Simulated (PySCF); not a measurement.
Pb(OH)(SiH3), H₄OPbSi, SMILES [OH][Pb][SiH3] (CAM-B3LYP/def2-SVP optimised geometry):

```
7

Pb    -0.519    -1.679     0.000
O      1.581    -1.679     0.000
H      1.994    -0.807     0.030
Si    -0.654     1.092     0.000
H     -1.994     1.664     0.333
H     -0.281     1.620    -1.351
H      0.330     1.679     0.964
```

Level of theory: PySCF with CAM-B3LYP/def2-TZVP, def2 effective core potentials past Kr.

Problem. What are the frontier orbital energies and the dipole moment?

Solution. HOMO-2 -9.86 eV, HOMO-1 -9.72 eV, HOMO -7.51 eV, LUMO -1.83 eV, LUMO+1 0.04 eV; dipole moment 2.12 D.

On the same geometry PySCF 2.14.0 with PBE/def2-TZVP, def2 effective core potentials past Kr gives HOMO-2 -7.02 eV, HOMO-1 -6.96 eV, HOMO -5.44 eV, LUMO -3.38 eV, LUMO+1 -1.52 eV; dipole moment 1.76 D.
